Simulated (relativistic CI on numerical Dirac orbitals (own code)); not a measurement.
# Radial parameters of Er61+

Calculated at this level of theory: Dirac-Coulomb-Breit CI, separate exchange-only KLI orbitals for each configuration, model QED (radiative potential, 1s self-energy scaled to tabulated hydrogen-like ionisation energies), unscaled Slater integrals (own radial code, finite nucleus).

Slater integrals F^k, G^k are unscaled and averaged over j, outside the closed core 1s2; ζ comes from projecting the Hamiltonian with its Breit term on Σ l·s of the shell.

- 2s²2p³: F^2(2p,2p) = 1.2861e+06, ζ(2p) = 5.2235e+06 cm⁻¹; <r>(2p) = 0.07324, <r^2>(2p) = 0.006531 (bohr units).
- 2s2p⁴: F^2(2p,2p) = 1.2847e+06, G^1(2s,2p) = 1.3801e+06, ζ(2p) = 5.2094e+06 cm⁻¹; <r>(2s) = 0.08317, <r^2>(2s) = 0.0082, <r>(2p) = 0.07331, <r^2>(2p) = 0.006544 (bohr units).
- 2p⁵: ζ(2p) = 5.1955e+06 cm⁻¹; <r>(2p) = 0.07342, <r^2>(2p) = 0.006564 (bohr units).

Averages of the first 10 configurations, taken without configuration mixing, which lowers the lowest level and can move excited configurations by several eV; other configurations of the list can lie among them:

| Configuration | Parity | States | Average energy above the lowest level (eV) |
| --- | --- | --- | --- |
| 2s²2p³ | odd | 20 | 966.8 |
| 2s2p⁴ | even | 30 | 1936.4 |
| 2p⁵ | odd | 6 | 2962.4 |
| 2p⁴3s | even | 30 | 10638.5 |
| 2p⁴3p | odd | 90 | 10914.9 |
| 2p⁴3d | even | 150 | 11145.3 |
| 2s²2p²3s | even | 30 | 8711.3 |
| 2s²2p²3p | odd | 90 | 8997.9 |
| 2s²2p²3d | even | 150 | 9228.5 |
| 2s2p³3s | odd | 80 | 9646.5 |
